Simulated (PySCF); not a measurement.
## Electronic structure of Ti (titanium, neutral) at the UHF level

Configuration: [Ar] 3d2 4s2, high-spin 3F determinant. Calculation: PySCF 2.14, in cc-pVTZ-DK; the spin-free X2C one-electron Hamiltonian (Gaussian nucleus).

- Total energy: -852.747505 hartree
- One-electron energy: -1168.5984 hartree
- Hartree (Coulomb) energy: 357.2550 hartree
- Exchange energy: -41.4041 hartree
- ⟨S²⟩: 2.0083
- ⟨L²⟩: 12.037
- Sum of ⟨r⟩: 21.53 bohr
- Sum of ⟨r²⟩: 49.84 bohr²
- Langevin diamagnetic susceptibility: -39.5 ×10⁻⁶ cm³/mol
- Time after the integrals: 0.5 s of wall time on 1 thread of Neoverse-V2 (shared host)

```csv
shell,electrons,mean orbital energy (eV),"rms radius, mean of both spins (bohr)"
1s α,1,-5017.6,0.0804
1s β,1,-5017.6,0.0804
2s α,1,-589.51,0.350
2s β,1,-588.63,0.350
2p α,3,-485.24,0.320
2p β,3,-484.35,0.320
3s α,1,-80.759,1.08
3s β,1,-77.307,1.08
3p α,3,-51.050,1.18
3p β,3,-46.775,1.18
3d α,2,-11.949,1.66
4s α,1,-6.372,4.04
4s β,1,-5.749,4.04
```

Densities and radii are taken from the X2C orbitals without a picture-change correction, which distorts them close to the nucleus.
